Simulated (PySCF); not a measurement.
What happened in this job?

A TDDFT job on [C5H9NP]-, SMILES `CC#C[P-]N(C)C` (charge -1). Method: TDDFT B3LYP/def2-SVPD, vertical, gas phase, core orbitals frozen in the response (PySCF).

Driver input (Å, GFN2-xTB geometry):

```
{"job": {"kind": "uv", "xc": "B3LYP", "basis": "def2-SVPD", "nstates": 8, "ntriplets": 3}, "charge": -1, "multiplicity": 1}
C      3.5634    -0.4101    -0.7602
C      2.3431    -0.1940     0.0053
C      1.3241     0.1129     0.5901
P     -0.0659     0.3691     1.6001
N     -1.2621     0.3472     0.2663
C     -1.7725    -0.9529    -0.0802
C     -2.3161     1.3140     0.3880
H      3.3822    -1.1013    -1.5904
H      4.3386    -0.8448    -0.1207
H      3.9548     0.5262    -1.1794
H     -2.2421    -0.9081    -1.0745
H     -2.5274    -1.3365     0.6307
H     -0.9382    -1.6513    -0.1134
H     -1.8889     2.2576     0.7243
H     -3.1096     1.0177     1.0991
H     -2.7911     1.4630    -0.5940
```

Output:

```
coarse grid: 13696 points
cycle   1  E = -591.5325119101  dE =  6.534e-01  |g| = 5.820e-01  |ddm| = 6.824e+00
cycle   2  E = -591.3697227276  dE =  1.628e-01  |g| = 9.551e-01  |ddm| = 1.523e+01
cycle   3  E = -591.6403706914  dE = -2.706e-01  |g| = 2.202e-01  |ddm| = 1.203e+01
cycle   4  E = -591.6509960782  dE = -1.063e-02  |g| = 6.852e-02  |ddm| = 4.531e-01
cycle   5  E = -591.6519236811  dE = -9.276e-04  |g| = 3.837e-02  |ddm| = 3.008e-01
cycle   6  E = -591.6523370966  dE = -4.134e-04  |g| = 5.986e-03  |ddm| = 1.546e-01
cycle   7  E = -591.6523442132  dE = -7.117e-06  |g| = 2.857e-03  |ddm| = 2.867e-02
final grid: 127312 points
cycle   8  E = -591.7371675440  dE = -3.590e-05  |g| = 6.218e-03  |ddm| = 1.794e-01
cycle   9  E = -591.7371529269  dE =  1.462e-05  |g| = 9.344e-03  |ddm| = 3.684e-02
cycle  10  E = -591.7371786413  dE = -2.571e-05  |g| = 1.192e-03  |ddm| = 2.249e-02
cycle  11  E = -591.7371790018  dE = -3.605e-07  |g| = 2.195e-04  |ddm| = 2.882e-03
cycle  12  E = -591.7371790084  dE = -6.583e-09  |g| = 1.606e-04  |ddm| = 1.543e-03
cycle  13  E = -591.7371790154  dE = -7.049e-09  |g| = 4.610e-05  |ddm| = 7.737e-04
cycle  14  E = -591.7371790159  dE = -4.984e-10  |g| = 1.612e-05  |ddm| = 1.007e-04
converged SCF energy = -591.7371790159

Static polarisability (au): isotropic 128.624, principal 97.422 105.725 182.726

Singlet excitations
state   eV       nm        f      main configurations
  1   2.1251    583.4   0.00709   H->L 0.99
  2   2.4497    506.1   0.01324   H->L+1 0.96
  3   2.8428    436.1   0.00024   H->L+3 0.73, H->L+2 0.22
  4   3.2569    380.7   0.03462   H->L+2 0.76, H->L+3 0.23
  5   3.7290    332.5   0.00703   H->L+4 0.97
  6   4.0664    304.9   0.13772   H->L+5 0.67, H->L+6 0.27
  7   4.1669    297.5   0.03924   H-1->L 0.52, H-1->L+1 0.20, H->L+6 0.17
  8   4.2128    294.3   0.02054   H->L+6 0.54, H-1->L 0.20, H->L+5 0.17

Triplet excitations (Tamm-Dancoff, eV): 2.0959 2.3509 2.5664
```

The SCF starts on a coarse grid; the energy jumps when the final grid takes over, and dE counts afresh there.

Frontier levels of this run: HOMO 0.88 eV, LUMO 3.65 eV.

Question: Can the results be trusted, and what went wrong?

Answer: Not as they stand: outermost orbital of the anion above zero energy, confined by the basis. The HOMO energy is +0.88 eV. With an occupied level above zero, a larger and more diffuse basis would let charge leak away from the ion at this level of theory; the finite basis confines it.

Question: How can it be mended?

Answer: Treat the excitation energies and the polarisability as basis-dependent; try a long-range-corrected functional, a counter-ion or a solvent model.

Time: 48 s wall (with the writing of density and orbital grids); peak memory 0.86 GiB. Hardware: one thread, Intel Xeon Platinum 8259CL at 2.50 GHz (x86_64), on a shared host.
